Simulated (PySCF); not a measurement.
A calculated (UHF, PySCF 2.14, cc-pVDZ, the non-relativistic Hamiltonian (point nucleus)) atom or ion has these occupied shells.

| shell | electrons | orbital energy (eV) | rms radius, mean of both spins (bohr) |
| --- | --- | --- | --- |
| 1s α | 1 | -607.76 | 0.230 |
| 1s β | 1 | -604.88 | 0.230 |
| 2s α | 1 | -72.768 | 1.14 |
| 2s β | 1 | -62.383 | 1.14 |
| 2p α | 2 | -55.732 | 1.11 |

Q: Name the element and its charge.

A: O²⁺ (oxygen, charge +2), in [He] 2s2 2p2, high-spin 3P determinant.
